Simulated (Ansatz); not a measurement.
`[BH2][SnH]([Cl])[O]C`, relaxed with RKS PBE0-D4/def2-TZVP in Ansatz from a PBE-D4/def2-SVP geometry. The force threshold is 0.005 eV/Å; the program also tests the step.

Total charge 0; spin multiplicity 1. Sn takes the def2 core potential.

Start:

```xyz
11

B     0.069    2.210   -0.821
Sn    1.005    0.177   -0.723
Cl    1.357   -0.909   -2.817
O    -0.762   -0.537   -0.008
C    -0.834   -1.311    1.170
H    -0.734    2.411   -1.703
H     0.261    3.009    0.071
H     2.266   -0.429    0.301
H    -1.748   -1.947    1.124
H    -0.919   -0.683    2.090
H     0.039   -1.993    1.316
```

Problem. How much energy does the relaxation release, and in how many steps? (Estimate.)

Solution. Computed: 21.61 kJ/mol, in 50 steps, 8 of them rejected.

Problem. Which bonds change most? (An estimate is asked.)

Solution. Computed: Sn2–O4 from 2.036 to 1.958 Å; Sn2–Cl3 from 2.385 to 2.351 Å; Sn2–H8 from 1.734 to 1.709 Å; B1–H7 from 1.213 to 1.191 Å.

Problem. Give the relaxed structure. (Estimate.)

Solution. Computed: 
```xyz
11

B     0.142    2.427   -1.136
Sn    0.724    0.491   -0.166
Cl    1.524   -0.848   -1.926
O    -0.904   -0.397    0.462
C    -0.838   -1.691    1.009
H    -1.011    2.691   -1.267
H     0.989    3.156   -1.548
H     1.885    0.322    1.075
H    -1.827   -1.948    1.400
H    -0.121   -1.761    1.839
H    -0.564   -2.441    0.258
```
